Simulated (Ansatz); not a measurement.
**Worked example: BH(CH3)(SH) + InH2(SH) → BH(SH)2 + InH2(CH3)**

Gas-phase species: BH(CH3)(SH), singlet; InH2(SH), singlet; BH(SH)2, singlet; InH2(CH3), singlet. The partners trade CH3 for SH: B–CH3 and In–SH bonds give way to B–SH and In–CH3.

Shapes, held fixed at every level: PBE0-D4/def2-TZVP. Flexible molecules stand in one conformer, not always the lowest. Programs: Ansatz 0.2.0. Electronic energies: no zero-point or thermal term.

At CCSD(T)/def2-TZVPP; 1 Eh = 2625.50 kJ/mol:

| species | energy (Eh) |
| --- | --- |
| BH(CH3)(SH) | -463.586853 |
| InH2(SH) | -589.028882 |
| BH(SH)2 | -822.107616 |
| InH2(CH3) | -230.488388 |

Problem. Work out ΔE of the reaction at this level.

Solution. 
1. Products less reactants: (-822.107616) + (-230.488388) − [(-463.586853) + (-589.028882)] = 0.019731 Eh = +51.8 kJ/mol.

Other levels give +51.2 (MP2/def2-SVP) to +61.8 kJ/mol (BHLYP-D4/def2-TZVPP). No measured value is set beside it here. For atoms past krypton def2 sets carry core potentials with scalar relativity. Outer-core shells of In are correlated, in sets that cover them unevenly.
